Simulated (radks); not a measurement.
Problem. Radial electron density D(r) = 4 pi r^2 rho(r) of an atom or ion with 5 electrons. All-electron calculation, scalar-relativistic Kohn-Sham, r2SCAN, spin-polarised, spherical densities, finite nucleus; meta-GGA in the generalised Kohn-Sham scheme; Fermi nuclear charge, rms radius of each element as measured or else 0.836 A^(1/3) + 0.57 fm. Program: a radial shooting solver on a logarithmic mesh with Libxc functionals.

```
   r/bohr * D(r) (the largest magnitude, 8.63, reaches the edge; | marks zero)
 0.007665 |*
 0.008437 | *
 0.009362 | *
  0.01031 | *
  0.01143 |  *
  0.01259 |  *
  0.01397 |   *
  0.01537 |    *
  0.01706 |     *
  0.01878 |      *
  0.02083 |       *
  0.02293 |        *
  0.02545 |          *
  0.02801 |            *
  0.03108 |              *
  0.03421 |                *
  0.03796 |                   *
  0.04179 |                      *
  0.04637 |                         *
  0.05104 |                             *
  0.05664 |                                *
  0.06234 |                                    *
  0.06917 |                                        *
  0.07614 |                                           *
  0.08449 |                                               *
    0.093 |                                                 *
   0.1032 |                                                    *
   0.1136 |                                                     *
    0.126 |                                                      *
   0.1387 |                                                      *
    0.154 |                                                    *
   0.1695 |                                                 *
    0.188 |                                              *
    0.207 |                                         *
   0.2297 |                                    *
   0.2528 |                               *
   0.2805 |                          *
   0.3088 |                     *
   0.3426 |                 *
   0.3771 |               *
   0.4185 |              *
   0.4606 |              *
   0.5111 |               *
   0.5626 |                *
   0.6243 |                  *
   0.6872 |                   *
   0.7625 |                    *
   0.8394 |                    *
   0.9314 |                  *
    1.025 |                *
    1.138 |             *
    1.252 |          *
    1.389 |       *
    1.529 |     *
    1.697 |  *
    1.868 | *
    2.073 |*
    2.282 |*
    2.532 *
    2.787 *
    3.092 *
    3.404 *
```

What is the nuclear charge?

Solution. Z = 8. The innermost maximum, from 1s, lies near gamma/Z bohr with gamma = sqrt(1 - (Z/c)^2) = 0.998, here 0.125 bohr (found: 0.127), and its height grows with Z. The density is that of the oxygen ion O3+ in [He] 2s2 2p1; the configuration itself is not fixed sharply by these data. D(r) has 2 maxima, at r = 0.127, 0.775 bohr, and minima at 0.439 bohr, inside which lie 2.13 electrons.
